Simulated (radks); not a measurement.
Values are calculated unless marked as measured or tabulated.
The nitrogen anion N3-, [Ne], held by a Watson sphere: a shell of charge +2.73 at radius R that stands for the Madelung well of a crystal (potential energy -2.73/R inside, -2.73/r outside, in hartree with lengths in bohr). Code: a radial shooting solver on a logarithmic mesh with Libxc functionals. Model: scalar-relativistic Kohn-Sham, LDA (Slater exchange, Perdew-Wang correlation), spin-polarised, spherical densities, finite nucleus; Fermi nuclear charge, rms radius of each element as measured or else 0.836 A^(1/3) + 0.57 fm. Response by self-consistent Sternheimer equations with the Hartree and adiabatic LDA kernel, the relativistic mass of each level held fixed and spin-orbit coupling left out. The sphere does not respond.

R (bohr),e(1s) (eV),e(2s) (eV),e(2p) (eV),<r> 2p (bohr),sum of <r^2> (bohr^2),X-ray form factor at sin(theta)/lambda = 0.2 1/angstrom,alpha (bohr^3)
2.17,-372.70,-15.133,-4.649,1.866,33.08,5.014,31.19
2.18,-372.72,-15.099,-4.626,1.871,33.22,5.007,31.54
2.21,-372.78,-14.998,-4.556,1.883,33.66,4.986,32.64
2.65,-373.42,-13.765,-3.664,2.064,40.30,4.743,53.55
2.74,-373.51,-13.565,-3.508,2.101,41.74,4.707,59.13
2.94,-373.66,-13.178,-3.194,2.183,45.06,4.642,73.43
3.53,-373.93,-12.396,-2.479,2.423,55.86,4.537,134.3
3.57,-373.94,-12.359,-2.440,2.439,56.65,4.533,139.6
